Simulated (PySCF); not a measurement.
A structure optimised at PBE0-D3(BJ)/def2-SVP, used in a PySCF frequency run:

```
C
H 1 1.1024
H 1 1.1090 2 105.85
O 1 1.4111 2 107.49 3 -121.17
H 4 0.9629 1 108.58 2 170.17
Si 1 1.8788 2 108.83 3 118.73
F 6 1.6216 1 109.42 2 -69.87
H 6 1.4856 7 108.28 1 122.21
Cl 6 2.0514 8 108.45 7 -117.12
```
Charge 0, spin multiplicity 1.

**Question.** Write its SMILES and formula.

**Answer.** OC[Si@@H](F)Cl, CH4ClFOSi

**Question.** What are its rotational constants (standard atomic weights)?

**Answer.** 3.5832, 2.3374, 1.5381 GHz
